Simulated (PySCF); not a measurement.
## Nuclear quadrupole coupling in `O=C[C@@H]1CSSC[SiH2]1`

C₄H₈OS₂Si.
Cartesian coordinates in Å at the GFN2-xTB level; atoms count from 1:
```
atom  x, y, z in Å
O1    -2.2445   -1.7337   -0.4121
C2    -1.6056   -0.7611   -0.7155
C3    -1.0539    0.2237    0.2500
C4    -0.6516    1.5372   -0.4015
S5     0.6340    1.3073   -1.6889
S6     2.2708    0.9565   -0.5478
C7     1.9068   -0.7448    0.0451
Si8    0.3900   -0.6594    1.1961
H9    -1.3453   -0.5548   -1.7726
H10   -1.8171    0.4194    1.0091
H11   -1.4909    1.9966   -0.9249
H12   -0.2587    2.2424    0.3303
H13    1.7752   -1.3775   -0.8303
H14    2.8056   -1.0610    0.5669
H15    0.7313    0.2155    2.3215
H16   -0.0535   -1.9974    1.5631
```

Field gradients from the PBE0/pcSseg-1 density (PySCF, non-relativistic), principal values in atomic units, ordered |Vxx| ≤ |Vyy| ≤ |Vzz|:

```json
{"atom": "O1", "Vxx": "0.4805", "Vyy": "1.5309", "Vzz": "-2.0114"}
{"atom": "S5", "Vxx": "0.5657", "Vyy": "2.5780", "Vzz": "-3.1437"}
{"atom": "S6", "Vxx": "0.6673", "Vyy": "2.5749", "Vzz": "-3.2422"}
```

**Question.** Find the asymmetry η = (Vxx − Vyy)/Vzz and the couplings χ = eQV/h (234.96 MHz × Q in barn × V in au), with Q(17O) = −0.0256 b, Q(33S) = −0.0678 b.

**Answer.** 
```tsv
atom	environment	nucleus	η	χzz (MHz)	χxx (MHz)	χyy (MHz)
O1	aldehyde oxygen	17O	0.52	12.10	-2.89	-9.21
S5	disulfide sulfur	33S	0.64	50.08	-9.01	-41.07
S6	disulfide sulfur	33S	0.59	51.65	-10.63	-41.02
```

**Question.** What is Vzz at S6 in SI units (1 au = 9.71736 × 10²¹ V/m²)?

**Answer.** -3.2422 au = -31.505 × 10²¹ V/m².

**Question.** What couplings would deuterons (Q(2H) = 0.00286 b) have in place of the hydrogens, at this geometry?

**Answer.** 
```csv
atom,bonded to,bond length (Å),Vzz (au),η,χzz (kHz)
H9,C2,1.108,0.2643,0.03,178
H10,C3,1.094,0.3026,0.04,203
H11,C4,1.091,0.3033,0.03,204
H12,C4,1.090,0.3028,0.02,203
H13,C7,1.088,0.3134,0.04,211
H14,C7,1.086,0.3192,0.06,215
H15,Si8,1.466,0.1606,0.01,108
H16,Si8,1.457,0.1651,0.01,111
```

One conformer (not necessarily the lowest) at the GFN2-xTB geometry, without solvent, vibrations or thermal averaging. GFN2-xTB bond lengths can be off by several hundredths of an ångström, more for odd bonds, and the gradients follow them. A larger basis could move these couplings by a tenth or more.
